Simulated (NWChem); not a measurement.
System: CH3ClF2Si; SMILES C[Si](F)(F)Cl

```xyz
8

C     -1.6091    -1.1772     0.0000
Si     0.0274    -0.3431     0.0000
F      0.8935    -0.7688    -1.2874
F      0.8935    -0.7688     1.2874
Cl    -0.1263     1.6921     0.0000
H     -2.1862    -0.8935    -0.8923
H     -2.1862    -0.8935     0.8923
H     -1.4787    -2.2701     0.0000
```
Atoms are numbered in this order, from 1.

Computed with NWChem. Geometry optimised at PBE0/def2-SVP; all other runs use it. 

| quantity | level | value |
|---|---|---|
| −ε(HOMO) (eV) | PBE/def2-SVP | 8.00 |
| vertical, lowest excitation, singlet (eV) | CAM-B3LYP/def2-SVPD, TDA | 8.77 |
| isotropic polarisability (bohr³), static | CAM-B3LYP/def2-SVPD | 48.8 |
| solvation free energy (kcal/mol) in water | PBE0/def2-SVP, SMD | -0.5 |
| dipole (D) | PBE0/def2-SVP | 2.45 |
| highest harmonic frequency (cm⁻¹) | PBE0/def2-SVP | 3186 |
